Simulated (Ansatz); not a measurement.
`[SiH3][SiH2][GaH2]` + `COCS` → `COCS[SiH3]` + `[SiH3][GaH2]`  (cleavage of the Si–Si bond)

Computed with Ansatz on PBE0-D4/def2-TZVP structures; ΔE is electronic, products minus reactants. CCSD(T)/CBS adds triple-zeta CCSD(T) − MP2 to the extrapolated MP2 energy (def2 sets, frozen cores). This one scheme is used for every species. DFT in def2-TZVPP. B3LYP here is the variant with VWN-RPA as its local correlation; programs differ in this. For Ga outer-core shells are correlated without core-valence functions, which leaves a few kJ/mol of doubt a bond. Scalar relativity is left out up to krypton. Each species was taken in one conformer, which may not be the lowest.

`[SiH3][SiH2][GaH2]`:

```xyz
10

Si    1.432    1.023   -0.096
Si    0.078   -0.837   -0.538
Ga   -2.005   -0.586    0.638
H     2.743    0.927   -0.793
H     1.679    1.133    1.368
H     0.747    2.267   -0.544
H    -0.118   -0.921   -2.014
H     0.819   -2.055   -0.102
H    -3.223    0.145   -0.036
H    -2.153   -1.096    2.117
```

`COCS`:

Cartesian coordinates in Å:
```
C 1.382 0.016 -0.217
O 0.308 -0.831 0.112
C -0.807 -0.165 0.596
S -1.707 0.853 -0.620
H 1.716 0.587 0.660
H 1.107 0.716 -1.012
H 2.197 -0.620 -0.560
H -1.483 -0.920 0.993
H -0.546 0.540 1.397
H -2.167 -0.175 -1.350
```

`COCS[SiH3]`:

Z-matrix (Å, degrees):
```
C
O 1 1.409
H 1 1.089 2 106.9
H 1 1.098 2 110.9 3 -119.1
H 1 1.095 2 111.2 3 119.6
C 2 1.384 1 114.1 3 177.8
S 6 1.840 2 115.1 1 68.8
H 6 1.097 2 112.1 1 -50.6
H 6 1.090 2 106.9 1 -170.7
Si 7 2.133 6 97.9 2 55.6
H 10 1.484 7 105.8 6 166.1
H 10 1.485 7 112.7 6 -74.8
H 10 1.487 7 109.7 6 46.9
```

`[SiH3][GaH2]`:

Z-matrix (Å, degrees):
```
Si
Ga 1 2.414
H 1 1.492 2 109.0
H 1 1.490 2 111.6 3 -118.4
H 1 1.489 2 113.0 3 119.6
H 2 1.573 1 121.6 3 -101.9
H 2 1.573 1 120.2 3 77.0
```

| level | ΔE (kcal/mol) | difference from CCSD(T)/CBS |
| --- | --- | --- |
| PBE-D4 | -8.1 | 2.7 |
| r2SCAN-D4 | -10.0 | 0.8 |
| B3LYP-D4 | -10.5 | 0.3 |
| ωB97X-V | -10.7 | 0.1 |
| ωB97M-V | -11.7 | -0.9 |
| B2PLYP | -10.8 | 0.0 |
| PBE | -7.6 | 3.2 |
| PBE0 | -8.4 | 2.4 |
| B3LYP | -9.7 | 1.1 |
| MP2/def2-TZVPP | -12.3 | -1.5 |
| CCSD/def2-TZVPP | -10.3 | 0.5 |
| CCSD(T)/def2-TZVPP | -10.3 | 0.5 |
| HF/def2-QZVPP | -12.3 | -1.5 |
| MP2/def2-QZVPP | -12.5 | -1.7 |
| HF/CBS(def2) | -12.3 | -1.5 |
| CCSD/CBS(def2) | -10.8 | 0.0 |
| CCSD(T)/CBS | -10.8 | 0 |

Largest T1 diagnostic among the species: 0.014.

From PBE to PBE0 (25 % exact exchange), in def2-TZVPP and without D4, ΔE moves by −0.8 kcal/mol. The D4 term adds −0.8 kcal/mol with B3LYP and −0.4 kcal/mol with PBE0; it sums over pairs of atoms, weighted by their polarisabilities, and B3LYP, whose exchange is more repulsive, gets the larger term.
